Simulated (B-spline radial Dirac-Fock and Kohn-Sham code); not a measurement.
## Kohn-Sham estimates against Dirac-Fock for the levels of Tm⁵¹⁺

System: the Tm⁵¹⁺ ion in the configuration [Ne] 3s2 3p6.

The density-functional columns are spherical, spin-unpolarised Dirac-Kohn-Sham results without Breit or QED terms: −ε is minus the orbital energy of the initial state and ΔSCF the difference of two total energies. The reference in the last column comes from multi-electron Dirac-Fock with separately optimised hole states, Breit and Lamb-shift corrections added in first order. All numbers are from a radial B-spline solver, in eV; a selection of levels is shown. For the 1s level of heavy atoms much of the gap between ΔSCF and the reference is the Breit and QED part, -279.3 eV here; for other levels the error of the functional can be larger.

| level | LDA −ε | LDA ΔSCF | Dirac-Fock |
| --- | --- | --- | --- |
| K | 62655.7 | 63209.4 | 62943.1 |
| L1 | 13389.1 | 13523.2 | 13563.3 |
| L2 | 12959.3 | 13121.6 | 13090.3 |
| L3 | 11964.2 | 12111.4 | 12102.8 |
| M1 | 5177.0 | 5233.4 | 5254.9 |
| M2 | 5014.5 | 5074.4 | 5061.7 |
| M3 | 4761.9 | 4818.6 | 4811.9 |

For the outermost level NIST gives 4812 ± 4 eV (theoretical); the differences from it are LDA −ε -50.10, LDA ΔSCF +6.58, Dirac-Fock -0.05 eV.

Values without a named source are computed, but for edge energies of neutral atoms, which are taken from tables.
